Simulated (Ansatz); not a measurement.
CaF$_{2}$ (SMILES [F][Ca][F]), singlet, geometry from GFN2-xTB (such geometries of metal compounds can be far from the true shape); Ansatz (a quantum-chemistry and plane-wave program) with B3LYP5/6-31G**.

Ansatz was given this input:
Ansatz 0.2 input:
```yaml
crystal:
  periodic: [false, false, false]
  atoms:
    - {symbol: Ca, position_ang: [0.48463727, -0.07969732, -0.18176975]}
    - {symbol: F, position_ang: [-0.72534756, 1.23563849, -0.79918929]}
    - {symbol: F, position_ang: [-0.35162414, -1.05853334, 1.20312207]}
basis:
  gaussian:
    orbitals: 6-31G__.json
hamiltonian:
  xc: b3lyp5
```
The basis file holds 6-31G** in the JSON format of the Basis Set Exchange.

It wrote (shortened):

```
Functional definition: B3LYP5
631 factors; their error is unknown
mean field evaluation 1: about -23864.9580 eV, gradient 6.0e1 eV
mean field evaluation 2: about -23761.0475 eV, gradient 2.3e2 eV
mean field evaluation 4: about -23871.0059 eV, gradient 2.7e0 eV
mean field evaluation 8: about -23871.0225 eV, gradient 3.4e-2 eV
mean field evaluation 16: about -23871.1047 eV, gradient 1.1e-5 eV
mean field -23871.10468166 eV, -877.2469166351 hartree, gradient 1.1e-5 eV, S^2 0.000000; 0 other end points of the search recorded, 0 dependent functions left out
reference -23871.10490504 eV, -877.2469248443 hartree; 19, 19 occupied and 46, 46 virtual orbitals, 631 factors
Total energy: -23871.10490504 eV, -877.2469248443 hartree
```
